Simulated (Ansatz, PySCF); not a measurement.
Gas-phase reaction (SMILES): Br[Si](Br)(Br)Br + N (NH3) → N[Si](Br)(Br)Br + Br (HBr); ammonia cleaves one Si-Br bond, a model of a ligand-exchange step.

Structures are relaxed separately at B3LYP-D3(BJ)/def2-TZVP in Ansatz (a program for electronic structure), one conformer each, not searched for the lowest. Cores are frozen in the correlated levels unless marked. Spin-orbit coupling is left out. The frozen core is the preceding noble-gas configuration, with the filled d and f shells of earlier blocks. No relativistic terms. CBS marks a two-point X^-3 extrapolation of the correlation energy; Hartree-Fock from the larger set. Thermal terms are rigid-rotor harmonic-oscillator values from B3LYP-D3(BJ) frequencies (Ansatz or PySCF) at 298.15 K and 1 atm. 1 Eh = 627.5095 kcal/mol.

```
species           E, CCSD(T)/CBS(def2-TZVPPD,def2-QZVPPD) (Ansatz) (Eh)  E, PBE-D3(BJ)/def2-TZVPD (Ansatz + dftd3) (Eh)  H - E (Eh)
----------------  -----------------------------------------------------  ----------------------------------------------  ----------
Br[Si](Br)(Br)Br                                           -10579.99808                                    -10584.64272     0.01367
N (NH3)                                                       -56.50452                                       -56.51114     0.03799
N[Si](Br)(Br)Br                                             -8063.21282                                     -8066.77467     0.03882
Br (HBr)                                                    -2573.28305                                     -2574.36932     0.00927
```

Question: Work out ΔE and ΔH at 298.15 K at the first level, then ΔH at the second.

Answer: 
1. ΔE = [(-8063.21282) + (-2573.28305)] - [(-10579.99808) + (-56.50452)] = 0.00673 Eh = 4.2 kcal/mol at CCSD(T)/CBS(def2-TZVPPD,def2-QZVPPD).
2. The terms H - E add up to -0.00357 Eh, so ΔH = (0.00673 + (-0.00357))×627.5095 = 2.0 kcal/mol.
3. At PBE-D3(BJ)/def2-TZVPD the same steps give ΔE = 6.2 and ΔH = 4.0 kcal/mol, a shift of +2.0 from the first level.
4. These values are not checked against measurement here, since the tables used lack a sound gas-phase enthalpy of formation for at least one species.
